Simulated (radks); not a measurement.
All-electron atom: the thulium ion Tm3+ in [Xe] 4f10 6p2 (not the ground configuration). Calculated with a radial shooting solver on a logarithmic mesh with Libxc functionals: Dirac Kohn-Sham, PBE, spin-unpolarised, spherical densities, finite nucleus; open shells fill j = l - 1/2 first; Fermi nuclear charge, rms radius 5.2256 fm. Some entries of the table are withheld. Estimate them.

| orbital | occ. | eigenvalue (eV) | <r> (bohr) | <r^2> (bohr^2) |
|---|---|---|---|---|
| 1s1/2 | 2 | -59261.19 | 0.02001 | 0.0005486 |
| 2s1/2 | 2 | -10043.32 | 0.08431 | 0.008459 |
| 2p1/2 | 2 | -9576.372 | (1) | 0.006090 |
| 2p3/2 | 4 | -8596.434 | (2) | 0.007306 |
| 3s1/2 | 2 | -2306.542 | 0.2205 | 0.05573 |
| 3p1/2 | 2 | -2100.848 | 0.2103 | 0.05150 |
| 3p3/2 | 4 | -1894.003 | 0.2242 | 0.05829 |
| 3d3/2 | 4 | -1542.645 | 0.1974 | 0.04580 |
| 3d5/2 | 6 | -1497.469 | 0.2017 | 0.04768 |
| 4s1/2 | 2 | -503.4889 | 0.4961 | 0.2780 |
| 4p1/2 | 2 | -420.5856 | 0.5039 | 0.2891 |
| 4p3/2 | 4 | -373.3523 | 0.5350 | 0.3256 |
| 4d3/2 | 4 | (3) | 0.5588 | 0.3620 |
| 4d5/2 | 6 | (4) | 0.5695 | 0.3759 |
| 5s1/2 | 2 | -100.9061 | 1.162 | 1.513 |
| 5p1/2 | 2 | -76.3153 | 1.270 | 1.818 |
| 5p3/2 | 4 | -68.9770 | 1.353 | 2.062 |
| 4f5/2 | 6 | -61.0479 | 0.6806 | 0.5791 |
| 4f7/2 | 4 | -59.6275 | 0.6891 | 0.5942 |
| 6p1/2 | 2 | -23.6408 | 3.060 | 10.41 |
| 6p3/2 | 0 | -22.3592 | 3.207 | 11.43 |

Answer. 
(1) 2p1/2 <r> (bohr): 0.07008
(2) 2p3/2 <r> (bohr): 0.07747
(3) 4d3/2 eigenvalue (eV): -236.6583
(4) 4d5/2 eigenvalue (eV): -227.9665
